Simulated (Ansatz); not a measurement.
`C/C=[C](\[InH2])[SiH2]S`, relaxed with RKS PBE0-D4/def2-TZVP in the Gaussian-basis code of Ansatz from a GFN2-xTB geometry. The force threshold is 0.005 eV/Å; the program also tests the step.

Charge 0, multiplicity 1. In takes the def2 core potential.

Start:

```xyz
15

C     0.418    1.614   -1.833
C    -0.332    0.392   -1.427
C    -0.139   -0.243   -0.271
In    1.225    0.251    1.460
Si   -1.037   -1.762    0.328
S    -0.333   -1.676    2.459
H    -0.269    2.449   -1.979
H     1.148    1.879   -1.062
H     0.937    1.444   -2.777
H    -1.068    0.049   -2.154
H     2.822   -0.359    1.491
H     0.884    1.596    2.472
H    -2.491   -1.786    0.508
H    -0.547   -3.084   -0.060
H    -1.219   -0.766    2.844
```

Task: By how much does the energy fall, and how many steps does the optimiser take? (An estimate is asked.)

Result: Computed: 0.18 eV, in 19 steps, 2 of them rejected.

Task: Which bonds change most? (An estimate is asked.)

Result: The calculation gave: C3–In4 from 2.258 to 2.191 Å; Si5–S6 from 2.246 to 2.195 Å; C3–Si5 from 1.864 to 1.828 Å.

Task: Give the relaxed structure. (Best estimate.)

Result: The calculation gave: 
```xyz
15

C     0.316    1.658   -1.783
C    -0.357    0.415   -1.308
C    -0.030   -0.292   -0.225
In    1.385    0.178    1.381
Si   -0.897   -1.779    0.392
S    -0.638   -1.566    2.561
H    -0.404    2.476   -1.888
H     1.106    1.978   -1.099
H     0.759    1.504   -2.773
H    -1.190    0.094   -1.942
H     2.785   -0.811    1.559
H     1.157    1.660    2.236
H    -2.343   -1.945    0.077
H    -0.182   -3.057    0.144
H    -1.467   -0.512    2.666
```
